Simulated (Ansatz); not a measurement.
CH6FNOSi can be A, `N[SiH2]OCF`, or B, `NC(F)[SiH2]O`.

Program: Ansatz. Geometries: PBE0-D4/def2-TZVP. ΔE: electronic, gas phase. CCSD(T)/CBS is the MP2 limit (def2-TZVPP, def2-QZVPP) plus CCSD(T) − MP2 in def2-TZVPP, frozen cores. DFT in def2-TZVPP. B3LYP here is the variant with VWN-RPA as its local correlation; programs differ in this. One conformer a species, not always the lowest.

Question: Which isomer does CCSD(T)/CBS put lower? Give the gap. (Estimate.)

Answer: Ansatz gave: A, by 17.0 kcal/mol.

Question: Give E(B) − E(A) in kcal/mol with B3LYP-D4, r2SCAN-D4, ωB97M-V, CCSD(T)/def2-TZVPP, MP2/def2-TZVPP, PBE-D4, HF/def2-TZVPP. (Estimate.)

Answer: Ansatz gave: B3LYP-D4 16.7, r2SCAN-D4 16.4, ωB97M-V 16.7, CCSD(T)/def2-TZVPP 17.6, MP2/def2-TZVPP 17.8, PBE-D4 14.0, HF/def2-TZVPP 21.7. None reverses the order clearly.

Largest T1 diagnostic: 0.012.

From PBE to PBE0 (25 % exact exchange), in def2-TZVPP and without D4, E(B) − E(A) moves by +1.7 kcal/mol. In def2-TZVPP, CCSD(T) changes the Hartree–Fock value by −4.1 kcal/mol (the triples alone add −0.5 kcal/mol) and MP2 by −3.9 kcal/mol.
